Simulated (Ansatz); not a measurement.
System: sum formula AlNH₂Br₂ (charge 0, singlet). SMILES: [NH2][Al]([Br])[Br]
Structure (B3LYP-D3(BJ)/def2-TZVP (Ansatz, a quantum-chemistry and plane-wave program) minimum search):
```xyz
6

N     -2.3982    -0.2996     0.0311
Al    -0.6608    -0.0826     0.0086
Br     0.2039     1.9876    -0.1597
Br     0.6905    -1.8759     0.1481
H     -3.0661     0.4526    -0.0272
H     -2.8589    -1.1928     0.1039
```

Property: vertical ionisation energy (to the doublet state of charge +1; each state is the SCF solution reached for its spin), in eV. Correlated levels leave the core frozen unless marked. UHF or UKS for open shells. Spin-orbit coupling is left out. Frozen are the shells of the preceding noble gas and the d and f shells that filled before the atom's block. Non-relativistic. Basis-set limits of correlation are two-point, X^-3; Hartree-Fock from the larger set.

| level | program | vertical ionisation energy (eV) |
|---|---|---|
| B3LYP/def2-TZVPD | Ansatz | 10.03 |
| PBE0/def2-TZVPD | Ansatz | 10.07 |
| BHLYP/def2-TZVPD | Ansatz | 10.11 |
| B2PLYP/def2-TZVPD | Ansatz | 10.28 |

Question: Estimate the value at CCSD(T)/CBS(def2-TZVPPD,def2-QZVPPD) as computed with Ansatz.

Answer: 10.50 eV
